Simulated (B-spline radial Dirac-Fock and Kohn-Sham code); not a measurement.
## Tb⁴⁺ in Watson spheres of different radius

These are calculated numbers from a radial B-spline solver; the model is Dirac-Fock energy differences between relaxed states, corrected for Breit and QED terms. The ion, [Xe] 4f7, sits in a hollow sphere of charge Q = -4, a simple model of the Madelung potential. Inside the sphere an electron's potential energy is raised by the constant 14.40·|Q|/R eV, so binding energies fall by about that much as long as the orbitals stay inside.

| radius (Å) | 14.40 |Q|/R (eV) | 1s (eV) | 2s (eV) | 2p1/2 (eV) | 2p3/2 (eV) | 3s (eV) | 3p1/2 (eV) | 3p3/2 (eV) | 3d3/2 (eV) | 3d5/2 (eV) | 4s (eV) | 4p1/2 (eV) | 4p3/2 (eV) | 4d3/2 (eV) | 4d5/2 (eV) | 4f (eV) | 5s (eV) | 5p1/2 (eV) | 5p3/2 (eV) |
| --- | --- | --- | --- | --- | --- | --- | --- | --- | --- | --- | --- | --- | --- | --- | --- | --- | --- | --- | --- |
| 1.6 | 36.00 | 52018.7 | 8739.7 | 8278.3 | 7540.5 | 1995.2 | 1795.8 | 1641.1 | 1301.7 | 1268.8 | 431.4 | 351.8 | 317.1 | 184.6 | 178.3 | 26.04 | 67.88 | 42.09 | 36.71 |
| 3 | 19.20 | 52035.4 | 8756.4 | 8295.0 | 7557.2 | 2012.0 | 1812.5 | 1657.8 | 1318.4 | 1285.5 | 448.1 | 368.5 | 333.9 | 201.3 | 195.1 | 42.77 | 84.62 | 58.83 | 53.44 |

From the smallest to the largest radius 1s moves by +16.7 eV, while the constant potential alone would give +16.8 eV; the difference comes from charge outside the sphere and its screening.
